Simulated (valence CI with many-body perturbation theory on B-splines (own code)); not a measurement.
**Re XXVII: electric-dipole lines**

Method: valence CI with perturbative core correlation (CI+MBPT): three valence electrons over a frozen Dirac-Fock core [Kr] 4d10, radial functions for each j: 8 s, 8 p, 9 d, 9 f, 6 g, 3 h, 2 i, with the one-electron correlation potential Σ1, the two-electron term Σ2, the three-electron term Σ3, Breit, model QED; selected CI, second order for the rest (own B-spline code, finite nucleus).

The last digits are not significant, and no measured levels were compared; by estimate large intervals hold to a few tenths of a per cent, small ones and those within an open d or f shell to about a per cent. Core correlation moves these levels by up to 49000 cm⁻¹, and in measured spectra 5 to 20 % of such shifts remained as error; rates that hang on mixing are uncertain with them.

Lines 101 to 150 of 186 in falling wavelength, among levels below 1146900 cm⁻¹, chosen from the strongest by gf and those to the six lowest levels. Wavelengths and rates use the calculated energies. Electric multipoles are in the length gauge, E1 and E2 with the static RPA response of the core. Weak lines are less certain than strong ones. Lines between different terms over intervals too small for the method are left out, as are lines whose strength nearly cancels. Where a level lies close to another of its J and parity, the split of strength between their lines is uncertain. The highest levels of a list are the least certain.

Names give the largest LS component (configuration and term), which can be under half, so a name can repeat, a term be missing and a line seem to break the LS rules; names also repeat where a configuration has a term twice. Letters in brackets count levels of one name in rising energy.

```
λ vac (nm)          Upper             Lower   A (s⁻¹)  log gf  Branch %
     10.09   4f²5s ²D_3/2   4f³ ²D°_5/2 [a]  7.23e+05   -5.36      47.6
     10.08  4f²5s ²H_11/2       4f³ ⁴F°_9/2  2.34e+04   -6.37       2.0
     10.08   4f²5s ⁴P_3/2   4f³ ²D°_5/2 [b]  2.60e+05   -5.80      10.5
     10.07  4f²5s ²I_13/2      4f³ ⁴G°_11/2  8.22e+04   -5.76       5.1
     10.07   4f²5s ²G_9/2       4f³ ⁴G°_9/2  2.36e+04   -6.44       2.5
     10.06  4f²5s ²I_11/2      4f³ ⁴G°_11/2  5.72e+05   -4.98      28.9
     10.06   4f²5s ⁴F_5/2       4f³ ⁴F°_3/2  2.27e+05   -5.68      28.2
     10.05   4f²5s ²F_5/2       4f³ ⁴G°_5/2  2.03e+05   -5.73      19.3
     10.05   4f²5s ⁴P_3/2       4f³ ⁴D°_3/2  9.10e+04   -6.26       3.7
     10.05  4f²5s ⁴H_11/2      4f³ ⁴I°_13/2  8.65e+04   -5.80      22.9
     10.04   4f²5s ²F_5/2       4f³ ⁴F°_7/2  2.28e+05   -5.68      21.6
     10.04   4f²5s ⁴F_7/2       4f³ ⁴F°_5/2  5.37e+04   -6.19       5.6
     10.04   4f²5s ⁴P_5/2       4f³ ⁴D°_7/2  7.54e+04   -6.17       3.0
     10.03   4f²5s ⁴P_5/2   4f³ ²D°_3/2 [b]  4.20e+04   -6.42       1.7
     10.01   4f²5s ²F_7/2       4f³ ⁴G°_9/2  8.43e+04   -5.99       7.2
     9.997   4f²5s ⁴F_7/2   4f³ ²H°_9/2 [a]  2.38e+04   -6.55       2.5
     9.995  4f²5s ⁴H_13/2      4f³ ⁴I°_15/2  8.42e+04   -5.75      27.2
     9.992   4f²5s ²F_7/2   4f³ ²G°_7/2 [a]  6.70e+04   -6.10       5.7
     9.972   4f²5s ⁴F_9/2   4f³ ²H°_9/2 [a]  2.08e+05   -5.51      26.0
     9.967   4f²5s ²P_1/2       4f³ ⁴D°_3/2  1.91e+06   -5.25      45.8
     9.964  4f²5s ²I_13/2  4f³ ²H°_11/2 [b]  2.30e+05   -5.32      14.2
     9.964   4f²5s ²G_7/2       4f³ ⁴F°_5/2  2.15e+04   -6.59       2.1
     9.955  4f²5s ²I_11/2  4f³ ²H°_11/2 [b]  2.96e+05   -5.28      15.0
     9.941   4f²5s ²G_9/2       4f³ ⁴F°_9/2  1.87e+05   -5.56      20.1
     9.938   4f²5s ⁴H_7/2       4f³ ⁴I°_9/2  9.75e+04   -5.94      41.0
     9.922   4f²5s ²G_7/2   4f³ ²H°_9/2 [a]  2.57e+05   -5.52      25.7
     9.883   4f²5s ⁴P_3/2   4f³ ²D°_3/2 [a]  2.29e+05   -5.87       9.2
     9.883   4f²5s ²F_7/2       4f³ ⁴F°_9/2  9.82e+04   -5.94       8.4
     9.866   4f²5s ⁴P_5/2   4f³ ²D°_5/2 [b]  2.91e+05   -5.59      11.6
     9.864  4f²5s ⁴H_11/2      4f³ ⁴I°_11/2  4.53e+04   -6.10      12.0
     9.841  4f²5s ⁴H_13/2      4f³ ⁴I°_13/2  2.33e+04   -6.33       7.5
     9.836   4f²5s ⁴P_5/2       4f³ ⁴D°_3/2  4.97e+05   -5.36      19.8
     9.828   4f²5s ²H_9/2      4f³ ⁴I°_11/2  7.47e+04   -5.97      11.1
     9.804   4f²5s ²P_1/2   4f³ ²D°_3/2 [a]  3.14e+05   -6.04       7.5
     9.800  4f²5s ²H_11/2   4f³ ²H°_9/2 [a]  1.31e+05   -5.65      11.3
     9.794   4f²5s ²P_3/2   4f³ ²D°_5/2 [b]  1.10e+06   -5.20      28.2
     9.774   4f²5s ²G_9/2       4f³ ⁴F°_7/2  7.76e+04   -5.95       8.4
     9.769   4f²5s ²D_5/2       4f³ ⁴F°_7/2  5.48e+04   -6.33       3.2
     9.765   4f²5s ²P_3/2       4f³ ⁴D°_3/2  1.09e+05   -6.20       2.8
     9.762  4f²5s ²I_13/2  4f³ ²H°_11/2 [a]  2.37e+04   -6.32       1.5
     9.761   4f²5s ²D_5/2       4f³ ⁴S°_3/2  1.10e+06   -5.03      64.5
     9.757   4f²5s ⁴P_1/2       4f³ ⁴S°_3/2  1.03e+06   -5.53      55.2
     9.757   4f²5s ⁴P_5/2   4f³ ²D°_5/2 [a]  3.78e+05   -5.49      15.0
     9.756  4f²5s ²I_13/2      4f³ ²K°_13/2  2.57e+05   -5.29      15.8
     9.753  4f²5s ²I_11/2  4f³ ²H°_11/2 [a]  1.04e+05   -5.75       5.3
     9.747  4f²5s ²I_11/2      4f³ ²K°_13/2  5.77e+05   -5.01      29.2
     9.744  4f²5s ²H_11/2      4f³ ⁴I°_13/2  3.30e+03   -7.25       0.3
     9.736  4f²5s ²I_11/2       4f³ ⁴F°_9/2  4.00e+04   -6.17       2.0
     9.701   4f²5s ²D_5/2       4f³ ⁴F°_5/2  5.14e+03   -7.36       0.3
     9.687   4f²5s ²P_3/2   4f³ ²D°_5/2 [a]  9.61e+05   -5.27      24.7
```

Question: How does gf follow from A for the line at 9.774 nm?

Answer: gf = 1.4992 × (2J+1)_upper × A / σ², with σ = 1023090 cm⁻¹ and 2J+1 = 10: gf = 1.11e-06.
